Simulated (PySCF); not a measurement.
Isomers of C6H11NOSi2, from PySCF, PBE0-D3(BJ)/def2-SVP geometry optimisation, gas phase. One conformer each, no zero-point energy, no frequencies.

Question: Which is lowest in electronic energy at this level?
A. `[CH2:1]=[CH:2]/[C:3]([SiH3:4])=[C:5](/[SiH3:6])[O:7][CH2:8][C:9]#[N:10]` with C1–C2–C3–Si4 7°, C3–C5–O7–C8 -144°, C5–O7–C8–C9 151°: A = 1254, B = 607.0, C = 421.5 MHz, dipole 3.24 D
B. `[SiH3:1][NH:2][SiH2:3][O:4][c:5]1[cH:6][cH:7][cH:8][cH:9][cH:10]1` with Si1–N2–Si3–O4 84°, N2–Si3–O4–C5 -179°, Si3–O4–C5–C6 0°: A = 3089, B = 389.5, C = 360.8 MHz, dipole 1.09 D
C. `[N:1]#[C:2]/[CH:3]=[CH:4]/[CH2:5][Si@@H:6]1[CH2:7][CH2:8][SiH2:9][O:10]1` with C3–C4–C5–Si6 78°, C4–C5–Si6–C7 46°, C5–Si6–C7–C8 -138°, Si6–C7–C8–Si9 32°, C7–C8–Si9–O10 -28°, C8–Si9–O10–Si6 13°: A = 1358, B = 671.7, C = 550.9 MHz, dipole 4.79 D

Answer: B. That is `[SiH3]N[SiH2]Oc1ccccc1`, 12.8 kcal/mol below the next.

```csv
SMILES,mapped SMILES,E (Eh),relative (kcal/mol),relative (kJ/mol),dipole (D)
[SiH3]N[SiH2]Oc1ccccc1,[SiH3:1][NH:2][SiH2:3][O:4][c:5]1[cH:6][cH:7][cH:8][cH:9][cH:10]1,-943.20184,0.0,0.0,1.09
N#C/C=C/C[Si@@H]1CC[SiH2]O1,[N:1]#[C:2]/[CH:3]=[CH:4]/[CH2:5][Si@@H:6]1[CH2:7][CH2:8][SiH2:9][O:10]1,-943.18145,12.8,53.5,4.79
C=C/C([SiH3])=C(/[SiH3])OCC#N,[CH2:1]=[CH:2]/[C:3]([SiH3:4])=[C:5](/[SiH3:6])[O:7][CH2:8][C:9]#[N:10],-943.01370,118.1,493.9,3.24
```

As drawn, the lowest has an aromatic ring, an N–H bond and an Si–O bond, which the highest lacks; the highest has a C≡N group, an Si–C bond and a C=C bond outside aromatic rings, which the lowest lacks.
